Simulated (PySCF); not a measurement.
Computed IR spectrum (relative IR intensity) of a molecule CH₇ClFNSi₂. Geometry: B3LYP-D3(BJ)/def2-SVP. One conformer was computed; it need not be the lowest. Calculation: PySCF with B3LYP-D3(BJ)/def2-SVP. Frequencies are harmonic and unscaled.

ν (cm⁻¹): 158 (vw), 194 (vw), 253 (w), 276 (w), 418 (m), 436 (w), 525 (w), 561 (m), 700 (w), 768 (vs), 790 (vs), 820 (m), 853 (s), 908 (m), 968 (s), 1101 (w), 1146 (s), 1402 (m), 1451 (w), 1467 (w), 1496 (vw), 2150 (s), 2224 (m), 2227 (s), 2979 (s), 3056 (m), 3102 (w), 3585 (w) (against the strongest line: vs over 80 %, s over 45 %, m over 15 %, w over 4 %, vw less)

Task: Identify the compound among the candidates.
A. N[SiH2][Si@H](Cl)CF
B. NC[SiH2][Si@H](F)Cl
C. C[Si@](F)(Cl)[SiH2]N
D. CN[SiH2][Si@@H](F)Cl

Result: D, CN[SiH2][Si@@H](F)Cl
